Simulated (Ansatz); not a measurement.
Single points on Al₈N₈, a nanocrystal cut from wurtzite AlN (bare).

```yaml
crystal:
  periodic: [false, false, false]
  atoms:
    - {symbol: Al, position_ang: [-1.672154, -0.960961, -2.692280]}
    - {symbol: N, position_ang: [-1.740047, -0.996470, -0.904419]}
    - {symbol: Al, position_ang: [-1.660451, -0.950739, 0.932515]}
    - {symbol: N, position_ang: [-1.654681, -0.945932, 2.766275]}
    - {symbol: Al, position_ang: [1.666938, -0.967341, -2.687347]}
    - {symbol: N, position_ang: [-0.000220, -0.001176, -3.033075]}
    - {symbol: N, position_ang: [1.731402, -1.008090, -0.900224]}
    - {symbol: Al, position_ang: [-0.002490, -0.001588, -0.969988]}
    - {symbol: Al, position_ang: [1.647738, -0.955521, 0.935167]}
    - {symbol: N, position_ang: [-0.005124, -0.002040, 0.842597]}
    - {symbol: N, position_ang: [1.646343, -0.941373, 2.770081]}
    - {symbol: Al, position_ang: [-0.005364, -0.002033, 2.825813]}
    - {symbol: Al, position_ang: [0.005541, 1.925892, -2.688528]}
    - {symbol: N, position_ang: [0.007483, 2.003202, -0.901176]}
    - {symbol: Al, position_ang: [0.009798, 1.905970, 0.934845]}
    - {symbol: N, position_ang: [0.025297, 1.898191, 2.769743]}
basis:
  gaussian: {orbitals: def2-TZVP, fitting: {mean_field: def2-universal-jkfit}, initial_orbitals: start.molden}
hamiltonian: {xc: {name: wB97X-V}}
scf: {omitted_lower_state_checks: [starts]}
output: {orbitals: {seedname: orbitals}}
```

The file start.molden holds the orbitals of an earlier run on this structure, at another level or in another basis.

```sh
$ ansatz run in.yaml --threads 2 --pin off --events-out ev --progress --plain --max-ram 22528MiB --backend cuda --devices 0, --max-vram 18GiB
```

It prints (some lines left out):

```
Functional definition: wB97X-V
1640 factors; integrals over basis functions are off by at most 4.2e-1 eV
1640 factors; integrals over basis functions are off by at most 2.6e-6 eV
mean field evaluation 1: about -64690.2298 eV, gradient 1.3e1 eV
mean field evaluation 2: about -64690.5973 eV, gradient 8.8e-1 eV
mean field evaluation 4: about -64690.6355 eV, gradient 1.6e-1 eV
mean field evaluation 8: about -64690.6357 eV, gradient 2.5e-5 eV
mean field -64690.63569167 eV, -2377.3370127813 hartree, gradient 2.5e-5 eV, S^2 0.000000; 0 other end points of the search recorded, 0 dependent functions left out
reference -64690.63568901 eV, -2377.3370126832 hartree; 80, 80 occupied and 464, 464 virtual orbitals, 1640 factors
Total energy: -64690.63568901 eV, -2377.3370126832 hartree
Checks for a lower state left out: starts
```

Run time 13 s (2 threads of AMD EPYC 7R13 on a shared host and a share (18 GiB) of an NVIDIA H100 80GB HBM3), peak host memory 1.2 GiB.

Geometry: PBE-D4/def2-SVP.

Single mean-field runs in def2-TZVP are fitted with def2-universal-jkfit. The restricted singlet is unstable towards broken spin symmetry in Hartree–Fock (as tested in another run); at ωB97X-V/def2-TZVP this wasn't settled. The geometry of the singlet was relaxed on an unsound state (an occupied level 0.12 eV above an empty one). At PBE0-D4/def2-TZVP a triplet of charge 0 lies 1.83 eV below the restricted singlet at the same geometry. That triplet is doubtful there (⟨S²⟩ 3.86, where a pure state has 2.00).
